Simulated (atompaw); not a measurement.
## PBE PAW (atompaw) dataset for Ag, non-relativistic all-electron reference.

* Element: Ag
* Generator: atompaw 4.2.0.5
* Type: PAW
* Functional: PBE
* Relativity: non-relativistic
* Frozen core: [Kr]
* Valence charge: 11
* Reference configuration: 4d8 5s0 5p0 (charge +3)
* Partial waves: 5s (bound, empty): rc 2.05 bohr; 5s channel at 2.25 Ry: rc 2.05 bohr; 5p (bound, empty): rc 2.90 bohr; 5p channel at -0.05 Ry: rc 2.90 bohr; 4d (bound): rc 2.90 bohr; 4d channel at -2.6 Ry: rc 1.75 bohr
* Local potential: vpsmatchnc scheme with l = 3 at 0 Ry, radius 2.10 bohr
* Core correction: smooth core density matched at 1.60 bohr
* Augmentation charge: gaussian compensation charge, radius 2.20 bohr; PAW radius 2.90 bohr; waves and projectors: custom polynom2 7 10 vanderbiltortho

All-electron outer shells of the reference configuration (PBE, non-relativistic, ld1.x):

```tsv
shell	level (eV)	outermost node (bohr)	outermost maximum (bohr)
4p	-94.92	0.45	0.88
4d	-44.27	0.43	1.00
5s	-30.29	1.12	2.17
5p	-23.40	1.21	2.46
```

(1) Estimate the cutoffs (Ry, on a coarse ladder) from which the occupation-weighted sum of valence levels, in a spherical-Bessel basis at the reference potential, stays within 10 and 1 mRy of its value at 400 Ry.

(2) What does a ghost test show?

(3) Is the overlap operator S = 1 + Σ q|β⟩⟨β| positive definite (Bessel basis up to 400 Ry)?

Results:

(1) 25 Ry and 40 Ry.

(2) Ghost states, extra bound levels that the all-electron valence spectrum of the same l lacks: s at -372.1 eV, p at -94.2 eV, d at -53.2 eV. A true bound ghost makes a file unfit for plane-wave use.

(3) Yes: its lowest eigenvalue is 0.06 (s channel).
